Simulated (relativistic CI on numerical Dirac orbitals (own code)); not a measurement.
**Slater and spin-orbit integrals, Ta XXXV**

Computed by Dirac-Coulomb-Breit CI, separate exchange-only KLI orbitals for each configuration, model QED (radiative potential, 1s self-energy scaled to tabulated hydrogen-like ionisation energies), unscaled Slater integrals (own radial code, finite nucleus).

Slater integrals F^k, G^k are unscaled and averaged over j, outside the closed core [Ar] 3d10; ζ comes from projecting the Hamiltonian with its Breit term on Σ l·s of the shell.

- 4s2 4p6 4d3: F^2(4d,4d) = 231520, F^4(4d,4d) = 157700, ζ(4d) = 54865 cm⁻¹; <r>(4d) = 0.4338, <r^2>(4d) = 0.2151 (bohr units).
- 4s2 4p6 4d2 4f: F^2(4d,4d) = 231370, F^4(4d,4d) = 157590, ζ(4d) = 54809, F^2(4d,4f) = 232800, F^4(4d,4f) = 151740, G^1(4d,4f) = 238630, G^3(4d,4f) = 165230, G^5(4d,4f) = 121640, ζ(4f) = 9251.4 cm⁻¹; <r>(4d) = 0.4342, <r^2>(4d) = 0.2154, <r>(4f) = 0.4085, <r^2>(4f) = 0.1891 (bohr units).
- 4s2 4p5 4d4: ζ(4p) = 441190, F^2(4d,4d) = 231470, F^4(4d,4d) = 157660, F^2(4p,4d) = 232750, G^1(4p,4d) = 289040, G^3(4p,4d) = 185160, ζ(4d) = 54646 cm⁻¹; <r>(4p) = 0.4316, <r^2>(4p) = 0.2108, <r>(4d) = 0.4339, <r^2>(4d) = 0.2151 (bohr units).

Give the Racah parameters of the d shell in 4s2 4p6 4d3.

B = F²/49 − 5F⁴/441 = 2937 cm⁻¹ and C = 35F⁴/441 = 12516 cm⁻¹.

Averages of the first 10 configurations, taken without configuration mixing, which lowers the lowest level and can move excited configurations by several eV; other configurations of the list can lie among them:

```json
{"Configuration": "4s2 4p6 4d3", "Parity": "even", "States": "120", "Average energy above the lowest level (eV)": "33.8"}
{"Configuration": "4s2 4p6 4d2 4f", "Parity": "odd", "States": "630", "Average energy above the lowest level (eV)": "233.2"}
{"Configuration": "4s2 4p5 4d4", "Parity": "odd", "States": "1260", "Average energy above the lowest level (eV)": "232.8"}
{"Configuration": "4s 4p6 4d4", "Parity": "even", "States": "420", "Average energy above the lowest level (eV)": "395.8"}
{"Configuration": "4s 4p6 4d3 4f", "Parity": "odd", "States": "3360", "Average energy above the lowest level (eV)": "593.1"}
{"Configuration": "4s2 4p6 4d2 5s", "Parity": "even", "States": "90", "Average energy above the lowest level (eV)": "472.5"}
{"Configuration": "4s2 4p6 4d 4f 5s", "Parity": "odd", "States": "280", "Average energy above the lowest level (eV)": "671.7"}
{"Configuration": "4s2 4p6 4d2 5p", "Parity": "odd", "States": "270", "Average energy above the lowest level (eV)": "540.4"}
{"Configuration": "4s2 4p6 4d2 5d", "Parity": "even", "States": "450", "Average energy above the lowest level (eV)": "629.2"}
{"Configuration": "4s2 4p5 4d3 5s", "Parity": "odd", "States": "1440", "Average energy above the lowest level (eV)": "669.9"}
```
